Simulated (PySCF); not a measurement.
# `InChI=1S/C6H12O2/c1-3-5-6(7)8-4-2/h3-5H2,1-2H3`

Geometry (Å), atoms numbered from 1 in this order:
```xyz
20

C    -3.4221    0.1761   -0.3196
C    -2.0285   -0.2245    0.1343
C    -0.9529    0.7653   -0.3183
C     0.4065    0.3458    0.1709
O     0.8917    0.6661    1.2253
O     0.9990   -0.4898   -0.6944
C     2.2723   -1.0125   -0.3170
C     3.3916   -0.0516   -0.6480
H    -3.7045    1.1626    0.0809
H    -3.4836    0.2351   -1.4179
H    -4.1770   -0.5496    0.0184
H    -1.9963   -0.3029    1.2336
H    -1.7774   -1.2250   -0.2556
H    -0.9405    0.8306   -1.4166
H    -1.1603    1.7636    0.0937
H     2.3709   -1.9508   -0.8806
H     2.2599   -1.2409    0.7595
H     4.3647   -0.5151   -0.4264
H     3.3735    0.2179   -1.7145
H     3.3040    0.8647   -0.0475
```

The calculation used PySCF, TDDFT CAM-B3LYP/aug-cc-pVDZ excited states, vertical, gas phase. Geometry: PBE0-D3(BJ)/def2-SVP.

Problem. Give the one- and two-photon strengths of the lowest singlets.

Solution. δ for parallel linear polarisation; σ at the peak of a Lorentzian of half width 0.1 eV, single beam; Ω is circular over linear.
| state | E (eV) | f | photon λ (nm) | δ (au) | σ (GM) | Ω | main |
| --- | --- | --- | --- | --- | --- | --- | --- |
| S1 | 5.87 | 0.002 | 422 | 0.54 | 0.01 | 0.33 | HOMO→LUMO+7 0.44, HOMO→LUMO+9 0.20 |
| S2 | 7.34 | 0.022 | 338 | 22.1 | 0.44 | 0.26 | HOMO→LUMO 0.58, HOMO→LUMO+4 0.16 |
| S3 | 7.77 | 0.012 | 319 | 17 | 0.38 | 0.91 | HOMO→LUMO+2 0.72 |
| S4 | 7.84 | 0.045 | 316 | 32.4 | 0.73 | 1.05 | HOMO→LUMO+1 0.30, HOMO−1→LUMO 0.23 |
| S5 | 7.95 | 0.010 | 312 | 125 | 2.89 | 0.38 | HOMO→LUMO+3 0.30, HOMO→LUMO+1 0.19 |
| S6 | 8.00 | 0.003 | 310 | 64.1 | 1.50 | 0.28 | HOMO→LUMO+3 0.34, HOMO→LUMO+1 0.23 |

Among these, the strongest one-photon state is S4, the strongest two-photon state S5, with a dipole change of 4.3 D (relaxed, norm of the difference vector).
